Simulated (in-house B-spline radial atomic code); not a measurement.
Configurations of Ar2+, with energies counted from [Ne] 3s2 3p4. Level of theory: non-relativistic LDA VWN5, spin-polarised, spherical fractional occupations, point nucleus; calculated with a radial B-spline atomic code at the basis-set limit. Shells without spins written out take the highest spin.

Occupations are held fixed; configurations that lie above the ionisation limit could autoionise.

```json
{"configuration": "[Ne] 3s2 3p(2 up, 2 down)", "E - E(ref) (eV)": "1.1026", "highest orbital": "3p up", "its <r> (bohr)": "1.467"}
{"configuration": "[Ne] 3s2 3p3 3d1", "E - E(ref) (eV)": "17.675", "highest orbital": "3d up", "its <r> (bohr)": "1.852"}
{"configuration": "[Ne] 3s2 3p3 4d1", "E - E(ref) (eV)": "30.04", "highest orbital": "4d up", "its <r> (bohr)": "4.847"}
{"configuration": "[Ne] 3s1 3p4 4s1", "E - E(ref) (eV)": "36.422", "highest orbital": "4s up", "its <r> (bohr)": "3.283"}
{"configuration": "[He] 2s2 2p5 3s2 3p5", "E - E(ref) (eV)": "235.83", "highest orbital": "3p down", "its <r> (bohr)": "1.391"}
{"configuration": "[He] 2s2 2p5 3s2 3p4 4d1", "E - E(ref) (eV)": "269.71", "highest orbital": "4d up", "its <r> (bohr)": "4.64"}
{"configuration": "[He] 2s2 2p5 3s2 3p4 4f1", "E - E(ref) (eV)": "272.87", "highest orbital": "4f up", "its <r> (bohr)": "5.57"}
```

Q: Order these further configurations by energy, lowest first.
A. [Ne] 3s1 3p4 4d1
B. [He] 2s2 2p(2 up, 3 down) 3s2 3p(3 up, 1 down) 4s(0 up, 1 down)
C. [Ne] 3s2 3p(3 up, 0 down) 4p(1 up, 0 down)
D. [He] 2s2 2p(2 up, 3 down) 3s2 3p(1 up, 3 down) 3d(1 up, 0 down)
E. [Ne] 3s1 3p4 4f1

A: C (25.11 eV), A (45.032 eV), E (47.819 eV), D (257.77 eV), B (262.25 eV).

Q: How far above the reference does [He] 2s2 2p5 3s2 3p4 3d1 lie?

A: 255.8 eV; its least bound orbital is 3d up with <r> = 1.671 bohr.

Q: How far above the reference does [Ne] 3s2 3p(0 up, 3 down) 4d(1 up, 0 down) lie?

A: 30.413 eV; its least bound orbital is 4d up with <r> = 5.029 bohr.
